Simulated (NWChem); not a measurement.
C₂H₄BF₃; SMILES B(CF)(F)CF

```xyz
10

F     -0.6936    -2.1989     0.0000
C     -0.8764    -0.8398     0.0000
B      0.4632    -0.0223     0.0000
F      1.6349    -0.6383     0.0000
C      0.4625     1.5520     0.0000
F     -0.8179     2.0649     0.0000
H     -1.4823    -0.5388     0.8775
H     -1.4823    -0.5388    -0.8775
H      1.0106     1.9333    -0.8833
H      1.0106     1.9333     0.8833
```
Atoms are numbered in this order, from 1.

Computed with NWChem. Pople sets run with spherical d functions. Coordinates come from a PBE0/def2-SVP optimisation.

Q: Taking PBE/6-311++G** as the yardstick, which of these has the fewest basis functions while keeping “highest occupied level (eV)” within 0.2 eV of it: PBE/STO-3G; PBE/6-311G**; PBE/6-31G*; PBE/3-21G; PBE/6-31+G*?

A: PBE/6-31+G* (a larger set in the list lies outside the tolerance).
```tsv
level	basis functions	highest occupied level (eV)	relative time (rough)
PBE/STO-3G	34	-2.06	1
PBE/3-21G	62	-6.24	1
PBE/6-31G*	92	-6.47	4
PBE/6-31+G*	116	-7.09	7
PBE/6-311G**	132	-6.85	7
PBE/6-311++G**	160	-7.17	10
```

The yardstick is one finite set, not the basis-set limit.
